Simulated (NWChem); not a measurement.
Molecule: CdGeH₄O; SMILES [OH][Cd][GeH3]

```xyz
7

Cd    -0.0019     0.7754    -0.0001
O     -0.0693     2.7543     0.0004
H      0.8018     3.1662    -0.0006
Ge    -0.0051    -1.7352     0.0001
H      1.4238    -2.2830    -0.1899
H     -0.5441    -2.3063     1.3264
H     -0.8721    -2.3074    -1.1386
```
Atoms are numbered in this order, from 1.

Program: NWChem. Medium grid unless said otherwise, to which SCAN and Minnesota functionals are sensitive. Coordinates come from a PBE0/def2-SVP optimisation. def2 effective core potentials on Cd; no spin-orbit coupling.

Problem. Order these by “dipole (D)”, lowest first: M06/def2-SVP; SCAN/def2-SVP; PBE/def2-SVP; M06-2X/def2-SVP.

Solution. PBE/def2-SVP (1.36), SCAN/def2-SVP (1.49), M06-2X/def2-SVP (1.56), M06/def2-SVP (1.65)
